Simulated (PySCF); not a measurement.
Compound: C4H8F2Si.
SMILES with atom numbers: `[F:1][C@@H:2]1[CH2:3][CH2:4][C@@H:5]([F:6])[SiH2:7]1` (hydrogens: H8 on C2; H9, H10 on C3; H11, H12 on C4; H13 on C5; H14, H15 on Si7)

The same species was optimised twice, with GFN2-xTB and with PBE0-D3(BJ)/def2-SVP (PySCF), and the same property calculations (PySCF, gas phase) were run on both structures.

| coordinate | GFN2-xTB | PBE0-D3(BJ)/def2-SVP | change |
| --- | --- | --- | --- |
| C2–C3 (Å) | 1.526 | 1.522 | -0.004 |
| C4–C5 (Å) | 1.526 | 1.522 | -0.004 |
| C5–Si7 (Å) | 1.928 | 1.925 | -0.003 |
| C2–Si7 (Å) | 1.928 | 1.925 | -0.003 |
| C3–C4 (Å) | 1.528 | 1.531 | +0.003 |
| C5–F6 (Å) | 1.395 | 1.394 | -0.001 |
| F1–C2 (Å) | 1.395 | 1.395 | 0.000 |
| C3–C2–Si7 (°) | 105.4 | 103.3 | -2.1 |
| C4–C5–Si7 (°) | 105.4 | 103.3 | -2.1 |
| C2–Si7–C5 (°) | 92.1 | 93.7 | +1.6 |
| F1–C2–Si7 (°) | 108.8 | 107.7 | -1.1 |
| F6–C5–Si7 (°) | 108.8 | 108.1 | -0.7 |
| C4–C5–F6 (°) | 109.2 | 108.7 | -0.5 |
| F1–C2–C3 (°) | 109.2 | 108.7 | -0.5 |
| C3–C4–C5 (°) | 108.4 | 108.2 | -0.2 |

Rotational constants: A = 3417, B = 1765, C = 1379 MHz (GFN2-xTB) against A = 3443, B = 1779, C = 1406 MHz (PBE0-D3(BJ)/def2-SVP). Point groups within 0.08 Å: C2 and C2.

On the GFN2-xTB structure: isotropic polarisability (au) 71.8 [CAM-B3LYP/def2-SVPD]; HOMO (eV) -9.47 [CAM-B3LYP/def2-SVPD]; LUMO (eV) 1.12 [CAM-B3LYP/def2-SVPD]; dipole (D) 0.00 [CAM-B3LYP/def2-SVPD]; HOMO (eV) -7.98 [PBE0/pcSseg-1]; LUMO (eV) 0.47 [PBE0/pcSseg-1]; dipole (D) 0.04 [PBE0/pcSseg-1]; GIAO shielding of F1/F6 (mean) (ppm) 416.8 [PBE0/pcSseg-1]; GIAO shielding of C2/C5 (mean) (ppm) 94.7 [PBE0/pcSseg-1]; GIAO shielding of C3/C4 (mean) (ppm) 149.1 [PBE0/pcSseg-1]; GIAO shielding of Si7 (ppm) 372.8 [PBE0/pcSseg-1].

Question: What do these properties become on the PBE0-D3(BJ)/def2-SVP structure?

Answer: 
```json
{"property": "isotropic polarisability (au)", "level": "CAM-B3LYP/def2-SVPD", "on GFN2-xTB": "71.8", "on PBE0-D3(BJ)/def2-SVP": "72.9", "change": "+1.1"}
{"property": "HOMO (eV)", "level": "CAM-B3LYP/def2-SVPD", "on GFN2-xTB": "-9.47", "on PBE0-D3(BJ)/def2-SVP": "-9.50", "change": "-0.03"}
{"property": "LUMO (eV)", "level": "CAM-B3LYP/def2-SVPD", "on GFN2-xTB": "1.12", "on PBE0-D3(BJ)/def2-SVP": "1.21", "change": "+0.09"}
{"property": "dipole (D)", "level": "CAM-B3LYP/def2-SVPD", "on GFN2-xTB": "0.00", "on PBE0-D3(BJ)/def2-SVP": "0.20", "change": "+0.20"}
{"property": "energy, GFN2-xTB geometry as zero (kcal/mol)", "level": "CAM-B3LYP/def2-SVPD", "on GFN2-xTB": "0.0", "on PBE0-D3(BJ)/def2-SVP": "-0.9", "change": "-0.9"}
{"property": "HOMO (eV)", "level": "PBE0/pcSseg-1", "on GFN2-xTB": "-7.98", "on PBE0-D3(BJ)/def2-SVP": "-8.02", "change": "-0.04"}
{"property": "LUMO (eV)", "level": "PBE0/pcSseg-1", "on GFN2-xTB": "0.47", "on PBE0-D3(BJ)/def2-SVP": "0.58", "change": "+0.11"}
{"property": "dipole (D)", "level": "PBE0/pcSseg-1", "on GFN2-xTB": "0.04", "on PBE0-D3(BJ)/def2-SVP": "0.17", "change": "+0.13"}
{"property": "energy, GFN2-xTB geometry as zero (kcal/mol)", "level": "PBE0/pcSseg-1", "on GFN2-xTB": "0.0", "on PBE0-D3(BJ)/def2-SVP": "-1.2", "change": "-1.2"}
{"property": "GIAO shielding of F1/F6 (mean) (ppm)", "level": "PBE0/pcSseg-1", "on GFN2-xTB": "416.8", "on PBE0-D3(BJ)/def2-SVP": "415.9", "change": "-0.9"}
{"property": "GIAO shielding of C2/C5 (mean) (ppm)", "level": "PBE0/pcSseg-1", "on GFN2-xTB": "94.7", "on PBE0-D3(BJ)/def2-SVP": "96.3", "change": "+1.6"}
{"property": "GIAO shielding of C3/C4 (mean) (ppm)", "level": "PBE0/pcSseg-1", "on GFN2-xTB": "149.1", "on PBE0-D3(BJ)/def2-SVP": "148.8", "change": "-0.3"}
{"property": "GIAO shielding of Si7 (ppm)", "level": "PBE0/pcSseg-1", "on GFN2-xTB": "372.8", "on PBE0-D3(BJ)/def2-SVP": "370.4", "change": "-2.4"}
```

The heavy atoms differ by 0.032 Å rms after alignment. Among bonds between heavy atoms C2–C3, C2–Si7, C3–C4, C4–C5 and C5–Si7 change most and about equally (-0.004 to +0.003 Å). Changes are differences of the printed values. Neither structure is proved a minimum here.
